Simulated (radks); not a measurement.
Values are calculated unless marked as measured or tabulated.
Q: Radial electron density D(r) = 4 pi r^2 rho(r) of an atom or ion with 35 electrons. Code: a radial shooting solver on a logarithmic mesh with Libxc functionals. Model: scalar-relativistic Kohn-Sham, SCAN, spin-polarised, spherical densities, finite nucleus; meta-GGA in the generalised Kohn-Sham scheme; Fermi nuclear charge, rms radius of each element as measured or else 0.836 A^(1/3) + 0.57 fm.

| r (bohr) | D(r) (e/bohr) | spin D(r) |
|---|---|---|
| 0.004833 | 7.087 | 0.0000355 |
| 0.006343 | 10.79 | 0.0000670 |
| 0.008326 | 15.89 | 0.000134 |
| 0.01093 | 22.43 | 0.000285 |
| 0.01434 | 29.94 | 0.000635 |
| 0.01868 | 37.01 | 0.00141 |
| 0.02452 | 42.17 | 0.00318 |
| 0.03218 | 43.28 | 0.00690 |
| 0.04224 | 40.18 | 0.0139 |
| 0.05544 | 36.19 | 0.0251 |
| 0.07277 | 36.83 | 0.0386 |
| 0.09552 | 44.14 | 0.0464 |
| 0.1244 | 51.20 | 0.0370 |
| 0.1633 | 48.12 | 0.00937 |
| 0.2143 | 35.41 | -0.00393 |
| 0.2813 | 27.98 | 0.0383 |
| 0.3692 | 32.29 | 0.105 |
| 0.4846 | 34.70 | 0.0889 |
| 0.631 | 25.45 | 0.00358 |
| 0.8283 | 12.57 | 0.0385 |
| 1.087 | 6.164 | 0.288 |
| 1.427 | 4.861 | 0.557 |
| 1.873 | 3.897 | 0.569 |
| 2.459 | 2.183 | 0.345 |
| 3.201 | 0.8289 | 0.129 |
| 4.202 | 0.1927 | 0.0254 |
| 5.516 | 0.02564 | 0.00209 |
| 7.24 | 0.001732 | 0.00000880 |

What is the nuclear charge?

A: Z = 35. The innermost maximum, from 1s, lies near gamma/Z bohr with gamma = sqrt(1 - (Z/c)^2) = 0.967, here 0.0276 bohr (found: 0.0299), and its height grows with Z. The density is that of neutral bromine in [Ar] 3d10 4s2 4p5; the configuration itself is not fixed sharply by these data, and Z only to about a unit. D(r) has 3 maxima, at r = 0.0299, 0.134, 0.451 bohr, and minima at 0.0620, 0.286 bohr, inside which lie 2.06, 11.03 electrons.
